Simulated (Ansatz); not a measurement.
Coupled-cluster diagnostics for the cluster W₂N₂, Ansatz.

Geometry of the singlet (PBE-D4/def2-TZVP):

Cartesian coordinates in Å:
```
W 1.032 -0.703 -0.217
W 1.829 0.495 1.278
N -0.903 -0.095 -0.488
N -1.958 0.302 -0.573
```

In the def2 sets W takes a core potential; there is no spin–orbit coupling. Correlated methods freeze 2 core orbitals; core or outer-core shells of W are correlated, in sets that lack core-valence functions. At PBE0-D4/def2-TZVP a triplet of charge 0 lies 0.19 eV below the restricted singlet, each at its own geometry. The structure comes from a short search, and lower isomers may exist.

**Question.** Estimate the CCSD(T) correlation energy, the shares of MP2 and (T), T1 and the reference's ⟨S²⟩ for: charge 0, singlet, own geometry in def2-TZVPP; and the rough time on 2 threads of Arm Neoverse V1 on a shared host.

**Answer.** 
```csv
state,basis,correlation (eV),MP2 share (%),(T) share (%),T1,⟨S²⟩ (pure),wall time,remarks
"charge 0, singlet, own geometry",def2-TZVPP,-38.638,103.1,7.3,0.125,0.00 (0.00),4.1 min,"flagged by the program, large T1, restricted SCF unstable"
```
Customary marks for T1 are 0.02 (closed shells), 0.045 (open shells) and about 0.05 (3d metals). T1 exceeds 0.02 in 1 of 1 rows and 0.045 in 1; the higher it lies, the less the single-reference result can be trusted.
